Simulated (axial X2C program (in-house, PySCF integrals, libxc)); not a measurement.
**Spin–orbit effects down a group: molecules with C, PBE0**

Computed with an in-house all-electron X2C program for linear molecules (integrals from PySCF), spin-free (one-electron X2C) or two-component (2c: spin–orbit coupling with atomic mean-field Coulomb and Gaunt terms, which also bring small scalar terms), in Dyall basis sets with cores contracted in-house; open shells are unrestricted.

Basis sets: Al dyall-v3z, B dyall-v3z, C dyall-v3z, Ga dyall-cv3z, In dyall-cv3z.

```
molecule   spin-free state  Re (Å)  ωe (cm⁻¹)  De (eV)  2c state  Re 2c (Å)  ωe 2c (cm⁻¹)  De 2c (eV)
      BC  M_S = 3/2, Λ = 0   1.478     1210.8     4.71   Ω = 3/2      1.478        1210.7        4.71
     AlC  M_S = 3/2, Λ = 0   1.972      638.6     3.51   Ω = 3/2      1.972         638.5        3.51
     GaC  M_S = 3/2, Λ = 0   1.994      542.6     3.29   Ω = 3/2      1.995         542.2         n/a
     InC  M_S = 3/2, Λ = 0   2.200      475.5     2.97   Ω = 3/2      2.200         475.2         n/a
```

Each entry is the lowest single determinant of a limited PBE0 search at one distance. De goes to single-determinant-based atoms at the same level (for ions the charge split of lowest energy) and is withheld (n/a) where an atom does not fit its ground term or J level. Main or longest-lived isotopes. One determinant is a doubtful description, or other states lie close, for BC, AlC, GaC, InC; these need not be ground states, and all values refer to the states named. With several unpaired electrons the Ω given is that of one determinant, not necessarily of the lowest component. Some light 2c atoms are not at their ground J level, so De misses part of their lowering (0.04 eV or less). The functionals have no current term, which raises determinants with orbital currents.
